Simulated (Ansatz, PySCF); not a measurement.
Species: sum formula SnOCl (charge 0, doublet). It need not be the lowest isomer of its formula. SMILES: [O]=[Sn][Cl]
Structure (B3LYP-D3(BJ)/def2-TZVP (Ansatz, an electronic-structure program) minimum search):
```
Sn
O 1 1.9919
Cl 1 2.3869 2 95.91
```
Charge 0, spin multiplicity 2.

Quantity: atomisation energy (electronic, to ground-state atoms), in eV. Valence correlation only, unless marked. UHF or UKS for open shells. No spin-orbit coupling. Frozen are the shells of the preceding noble gas and the d and f shells that filled before the atom's block. In def2 rows, elements after Kr have scalar-relativistic effective core potentials. STO-3G rows are all-electron and non-relativistic. The coupled-cluster limit lacks core correlation, which all-electron functionals hold. CBS(X,Y): correlation extrapolated as X^-3; Hartree-Fock from the larger set. The bracket is a focal-point correction in the basis named.

```
level                                                                 program  atomisation energy (eV)  minus last row
-------------------------------------------------------------  --------------  -----------------------  --------------
HF/STO-3G                                                              Ansatz                     5.71           -1.79
HF/def2-SVPD                                                           Ansatz                     4.25           -3.25
HF/def2-TZVPPD                                                         Ansatz                     4.40           -3.10
BP86-D3(BJ)/def2-TZVPD                                          PySCF + dftd3                     8.17            0.67
B97M-V/def2-TZVPD                                                      Ansatz                     7.98            0.48
B3LYP-D4/def2-TZVPD                                            Ansatz + dftd4                     7.62            0.12
BHLYP-D4/def2-TZVPD                                            Ansatz + dftd4                     7.01           -0.49
wB97X-V/def2-TZVPD                                                     Ansatz                     7.69            0.19
CCSD(T)/def2-TZVPP                                                     Ansatz                     7.08           -0.42
RI-MP2/CBS(def2-TZVPPD,def2-QZVPPD)+[CCSD(T)-MP2]/def2-TZVPPD          Ansatz                     7.50            0.00
```
